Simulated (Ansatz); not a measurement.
`O[BH][SbH2]` + `[SiH3]S` → `OBS[SiH3]` + `[SbH3]` at 400 K and 1 bar (cleavage of the B–Sb bond).

Program: Ansatz. Geometries: PBE0-D4/def2-TZVP. ΔE: electronic, gas phase. CCSD(T)/CBS is the MP2 limit (def2-TZVPP, def2-QZVPP) plus CCSD(T) − MP2 in def2-TZVPP, frozen cores. def2 core potentials past Kr. For Sb outer-core shells are correlated without core-valence functions, which leaves a few kJ/mol of doubt a bond. Each species was taken in one conformer, which may not be the lowest.

```
      species  CCSD(T)/CBS energy (Eh)  H − E (kJ/mol)  S (J/(mol·K))
`O[BH][SbH2]`               -342.41037           132.2          334.1
    `[SiH3]S`               -689.27336           109.8          293.0
  `OBS[SiH3]`               -789.92150           174.6          362.0
     `[SbH3]`               -241.78682            65.3          245.6
```

H − E and S are ideal-gas, rigid-rotor, harmonic terms from PBE0-D4/def2-TZVP, for one conformer and one mirror image of each species. 1 Eh = 2625.50 kJ/mol, R = 8.31446 J/(mol·K).

By hand: ΔE, ΔH, ΔS and ΔG.

ΔE = (-789.92150) + (-241.78682) − (-342.41037) − (-689.27336) = -0.02459 Eh = -64.6 kJ/mol. Δ(H − E) = 174.6 + 65.3 − 132.2 − 109.8 = -2.1, so ΔH = -66.7 kJ/mol. ΔS = 362.0 + 245.6 − 334.1 − 293.0 = -19.5 J/(mol·K). ΔG = -66.7 − 400 × (-19.5)/1000 = -58.9 kJ/mol.

By hand: the equilibrium constant, and the temperature at which ΔG would vanish if ΔH and ΔS stayed fixed.

log₁₀ K = −ΔG/(RT ln 10) = 7.7. ΔG = 0 at ΔH/ΔS = 3421 K, far beyond where these terms or the molecules hold.

ΔH outweighs TΔS. A doubt of 5 kJ/mol in ΔE shifts log₁₀ K by 0.7 here. Other conformers and mirror images would add mixing entropy, several J/(mol·K) or more a flexible species. Modes under 60 cm⁻¹, often nearly free rotors, make the harmonic entropy too high. These are equilibria of isolated gas molecules and say nothing of rates. Largest T1 diagnostic: 0.015 (customary marks: 0.02 for closed shells, 0.045 for open ones).
